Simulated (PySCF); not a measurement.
Match the calculated data to a structure.

All candidates are C6H7NO.

- 13C NMR: chemical shifts (computed TMS as zero) by class: 158.4 (1 C), 135.9 (2 C), 126.2 (1 C), 117.1 (2 C) ppm [GIAO B97-2/pcSseg-2]
- Rotational structure: rotational constants A, B, C: 5.085, 1.543, 1.195 GHz [PBE0-D3(BJ)/def2-TZVP]
- Dipole: 1.11 D [B97-2/pcSseg-2]
- 1H NMR: chemical shifts (computed TMS as zero) by class: 7.50 (2 H), 7.12 (2 H), 7.09 (1 H), 6.35 (1 H), 4.07 (1 H) ppm [GIAO B97-2/pcSseg-2]
- NMR, other nuclei: isotropic shieldings of nuclei other than C and H, by class: 97 (1 N), 224 (1 O) ppm [GIAO B97-2/pcSseg-2]

Gas-phase values; electronic properties from PySCF, density fitting. Levels stand in brackets. Isolated species at its PBE0-D3(BJ)/def2-TZVP geometry (one conformer only). NMR values are class means; diastereotopic atoms form classes of their own.

Question: Which candidate is it?
A. `ONc1ccccc1`
B. `COc1ccncc1`
C. `Nc1cccc(O)c1`
D. `OCc1ccccn1`

Answer: A. It is `ONc1ccccc1`. Numbering: `[OH:1][NH:2][c:3]1[cH:4][cH:5][cH:6][cH:7][cH:8]1`. Its formula, C6H7NO, gives 4 degrees of unsaturation: 1 ring and 3 π bonds in the structure found (Kekulé form). 6 carbons fall into 4 classes; from least to most shielded: aromatic carbon bearing nitrogen [C3] (158.4 ppm), aromatic CH carbon [C5/C7] (135.9 ppm, 2 C), aromatic CH carbon [C6] (126.2 ppm), aromatic CH carbon [C4/C8] (117.1 ppm, 2 C). Hydrogen classes from least to most shielded: 2 H on the meta carbons, C5/C7 (7.50 ppm), 2 H on the ortho carbons, C4/C8 (7.12 ppm, a mean of values up to 0.7 ppm apart in this geometry), 1 H on the para carbon, C6 (7.09 ppm), 1 H on a hydroxylamine nitrogen, N2 (6.35 ppm), 1 H on a hydroxyl oxygen, O1 (4.07 ppm). The other shieldings belong to: 97 ppm, hydroxylamine nitrogen [N2]; 224 ppm, hydroxyl oxygen [O1]. The optimised geometry has point group C1 and is an asymmetric top.

The others, at the same levels:
- `COc1ccncc1` fails: its computed 13C shifts are 172.9 (1 C), 159.4 (2 C), 113.6 (2 C), 56.7 (1 C) ppm, 1H shifts are 8.74 (2 H), 6.88 (2 H), 3.78 (3 H) ppm and rotational constant A is 5.355 GHz (against 5.085 GHz).
- `OCc1ccccn1` fails: it has 6 carbon classes against 4; its computed 13C shifts are 169.6 (1 C), 155.6 (1 C), 142.8 (1 C), 127.0 (1 C), 126.0 (1 C), 67.7 (1 C) ppm, 1H shifts are 8.85 (1 H), 7.85 (1 H), 7.33 (1 H), 7.33 (1 H), 5.01 (1 H), 4.91 (2 H) ppm and dipole moment is 3.84 D (against 1.11 D).
- `Nc1cccc(O)c1` fails: it has 6 carbon classes against 4; its computed 13C shifts are 166.6 (1 C), 156.7 (1 C), 137.2 (1 C), 110.2 (1 C), 106.8 (1 C), 104.2 (1 C) ppm, 1H shifts are 7.15 (1 H), 6.29 (1 H), 6.23 (1 H), 5.98 (1 H), 3.99 (1 H), 3.36 (2 H) ppm and rotational constant A is 3.777 GHz (against 5.085 GHz).

Each candidate is one conformer, not necessarily the lowest. The conformers computed, where there is a choice (atom-mapped SMILES and torsion angles):
- `[OH:1][NH:2][c:3]1[cH:4][cH:5][cH:6][cH:7][cH:8]1`: O1–N2–C3–C4 25°, H–O1–N2–C3 -120°
- `[CH3:1][O:2][c:3]1[cH:4][cH:5][n:6][cH:7][cH:8]1`: C1–O2–C3–C4 -179°
- `[OH:1][CH2:2][c:3]1[cH:4][cH:5][cH:6][cH:7][n:8]1`: O1–C2–C3–C4 -178°, H–O1–C2–C3 -3°
- `[NH2:1][c:2]1[cH:3][cH:4][cH:5][c:6]([OH:7])[cH:8]1`: H–N1–C2–C3 24°, H–N1–C2–C3 159°, H–O7–C6–C5 0°
